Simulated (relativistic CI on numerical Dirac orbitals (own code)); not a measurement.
Calculated at this level of theory: Dirac-Coulomb-Breit CI, orbitals from a KLI potential per configuration, model QED, unscaled Slater integrals (own radial code, finite nucleus).

The strongest absorption lines from the ground level of an ion, among the configurations computed and to levels below about 12900 eV (vacuum wavelength in nm, gf): 0.09697 (0.24), 0.12448 (0.24), 0.12456 (0.31), 0.12499 (0.14), 0.12637 (1.1), 0.12916 (0.41), 0.87329 (0.31), 0.87462 (0.17).

(1) Which ion is it?
A. Nd LVI
B. Yb LXVIII
C. Yb LXVI
D. Hg LXXVI

Answers

(1) C. Yb LXVI has 5 electrons and the ground level 2s2 2p 2P°_1/2; the strongest line goes to 2s2 3d 2D_3/2. The pattern of lines fixes the number of electrons, and along that sequence the line energies rise steadily with the charge (about as its square where n changes within one kind of shell, about linearly where n is kept but much faster in heavy ions where fine structure, which grows about as Z⁴, sets the gap, and irregularly where shells cross), which fixes Z. Configurations outside the model, such as inner-shell arrays, can give stronger lines. At this charge energies of transitions that change n are usually good to better than 1 %, and those within a shell (Δn = 0) to a few per cent.

LS names give the leading component of a level, which can be under half, so a name can repeat, a term be missing and a line seem to break the LS rules.
